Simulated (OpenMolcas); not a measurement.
## Lines of Ir7+: computed and rescaled rates

* Program: OpenMolcas
* Method: SS-CASPT2, IPEA 0.25 Eh, imaginary shift 0.1 Eh (closed shells correlated: 5s 5p)
* Basis: ANO-RCC-VTZP [8s7p5d3f1g]
* Scalar Hamiltonian: DKH2, point nucleus
* Active space: 2 electrons in 5 orbitals (5d)
* State averaging: 2S+1 = 3 even, 10 roots; 2S+1 = 1 even, 15 roots
* Spin-orbit coupling: RASSI with atomic mean-field integrals over the reference wave functions, term energies averaged over their components

Rates come from the transition moments of the reference wave functions (E1 and E2 in the length form). At fixed line strength A goes as λ^-3 for E1 and M1 and as λ^-5 for E2, so a rate at the computed wavelength can be rescaled to the measured one. Measured vacuum wavelengths follow from level energies in van het Hof, Joshi, Wyart and Sugar, J. Res. Natl. Inst. Stand. Technol. 100, 687 (1995). Branching counts decays inside the model space alone, at computed energies, and the table is only a selection of the E2 and M1 lines, drawn from those between levels with measured partners whose computed energy lies within a factor of 1.5 of the measured one.

```json
{"Upper": "5d2 1S0", "Lower": "5d2 3P1", "Type": "M1", "λ computed (nm)": "248.5", "λ measured (nm)": "251.2", "A computed (s-1)": "3.84e+02", "A rescaled (s-1)": "", "Branching %": "89.0"}
{"Upper": "5d2 1G4", "Lower": "5d2 3F3", "Type": "M1", "λ computed (nm)": "411.4", "λ measured (nm)": "424.1", "A computed (s-1)": "6.22e+01", "A rescaled (s-1)": "", "Branching %": "75.8"}
{"Upper": "5d2 3F3", "Lower": "5d2 3F2", "Type": "M1", "λ computed (nm)": "763.8", "λ measured (nm)": "789.1", "A computed (s-1)": "4.96e+01", "A rescaled (s-1)": "4.50e+01", "Branching %": "100.0"}
{"Upper": "5d2 3P2 [57 %]", "Lower": "5d2 3P1", "Type": "M1", "λ computed (nm)": "728.4", "λ measured (nm)": "732.2", "A computed (s-1)": "2.00e+01", "A rescaled (s-1)": "1.97e+01", "Branching %": "20.6"}
{"Upper": "5d2 3P2 [57 %]", "Lower": "5d2 3F3", "Type": "M1", "λ computed (nm)": "371.9", "λ measured (nm)": "381.6", "A computed (s-1)": "1.97e+01", "A rescaled (s-1)": "", "Branching %": "20.3"}
{"Upper": "5d2 1G4", "Lower": "5d2 3F4", "Type": "M1", "λ computed (nm)": "662.4", "λ measured (nm)": "683.2", "A computed (s-1)": "1.95e+01", "A rescaled (s-1)": "", "Branching %": "23.8"}
{"Upper": "5d2 1S0", "Lower": "5d2 3F2", "Type": "E2", "λ computed (nm)": "150.4", "λ measured (nm)": "153.8", "A computed (s-1)": "1.29e+01", "A rescaled (s-1)": "", "Branching %": "3.0"}
{"Upper": "5d2 3F4", "Lower": "5d2 3F3", "Type": "M1", "λ computed (nm)": "1086", "λ measured (nm)": "1118", "A computed (s-1)": "1.25e+01", "A rescaled (s-1)": "1.15e+01", "Branching %": "99.9"}
{"Upper": "5d2 3P1", "Lower": "5d2 3P0", "Type": "M1", "λ computed (nm)": "1191", "λ measured (nm)": "1255", "A computed (s-1)": "9.52e+00", "A rescaled (s-1)": "8.14e+00", "Branching %": "65.3"}
{"Upper": "5d2 1S0", "Lower": "5d2 3P2 [57 %]", "Type": "E2", "λ computed (nm)": "377.2", "λ measured (nm)": "382.5", "A computed (s-1)": "4.44e+00", "A rescaled (s-1)": "", "Branching %": "1.0"}
{"Upper": "5d2 3P1", "Lower": "5d2 3F2", "Type": "M1", "λ computed (nm)": "381", "λ measured (nm)": "396.5", "A computed (s-1)": "4.14e+00", "A rescaled (s-1)": "", "Branching %": "28.3"}
{"Upper": "5d2 3P2 [57 %]", "Lower": "5d2 3F2", "Type": "M1", "λ computed (nm)": "250.1", "λ measured (nm)": "257.2", "A computed (s-1)": "1.95e+00", "A rescaled (s-1)": "", "Branching %": "2.0"}
{"Upper": "5d2 3P1", "Lower": "5d2 3F2", "Type": "E2", "λ computed (nm)": "381", "λ measured (nm)": "396.5", "A computed (s-1)": "5.61e-01", "A rescaled (s-1)": "4.60e-01", "Branching %": "3.8"}
{"Upper": "5d2 3P0", "Lower": "5d2 3F2", "Type": "E2", "λ computed (nm)": "560.1", "λ measured (nm)": "579.6", "A computed (s-1)": "5.31e-01", "A rescaled (s-1)": "4.47e-01", "Branching %": "100.0"}
```

Spin-changing lines and M1 lines between different terms are not rescaled, since their strength hangs on the term gaps too.

The largest correction is for 5d2 3P1 → 5d2 3F2 (E2): 5.61e-01 × (381 / 396.5)^5 = 4.60e-01 s-1, a factor of 0.82.

The computed rate and branching of 5d2 3P0 → 5d2 3F2 give the upper level a radiative lifetime of 1.000 / 5.31e-01 s-1 = 1.88e+00 s, counting decays inside the model space alone. The rescaled rate gives about 2.2e+00 s.

These are rates of the free ion; in crystals, glasses and complexes forced electric-dipole and non-radiative decay shorten such lifetimes by orders of magnitude. No measured rate stands beside these. Rescaling mends the energy factor alone: line strengths can still be far off where a level mixes with configurations outside the active space, and weak or spin-changing lines hang on small mixing coefficients that depend on the term gaps too, so rescaling need not improve them.

CASPT2 breaks the degeneracy within a term, and the mean is taken; among the terms shown or strongly mixed into the levels shown the widest spread is 440 cm-1 (5d2 3F). Measured partners are found by configuration, term and J. A level has none where our copy of the source lacks it or the pairing is in doubt (some pairs that miss far off the trend of their configuration count as doubtful). Levels of configurations outside the active space are missing.

A share in square brackets marks a mixed level and gives the weight of the term that names it.
